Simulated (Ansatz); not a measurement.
Basis-set series for BrH3O2Sn, SMILES `[OH][SnH]([OH])[Br]`. Total charge 0; spin multiplicity 1. Sn takes the def2 core potential. The geometry is a stationary point of PBE0-D4/def2-TZVP. It is one conformer, not always the lowest.

```
functional       basis  functions  energy (Eh)  HOMO (eV)  LUMO (eV)
   PBE0-D4    def2-SVP        101  -2939.88586      -8.51      -1.28
   PBE0-D4  def2-QZVPP        375  -2940.47850      -8.70      -1.57
   ωB97M-V    def2-SVP        101  -2940.09369     -10.74       0.79
   ωB97M-V  def2-QZVPP        375  -2940.68757     -10.94       0.26
```

(1) Give the rows for def2-TZVPP. (Estimate.)

Results:

(1) Ansatz gave: 
```
functional       basis  functions  energy (Eh)  HOMO (eV)  LUMO (eV)
   PBE0-D4  def2-TZVPP        202  -2940.41376      -8.68      -1.51
   ωB97M-V  def2-TZVPP        202  -2940.62514     -10.92       0.43
```

Positive LUMOs are unbound and depend on the basis. Scalar relativity is left out up to krypton.
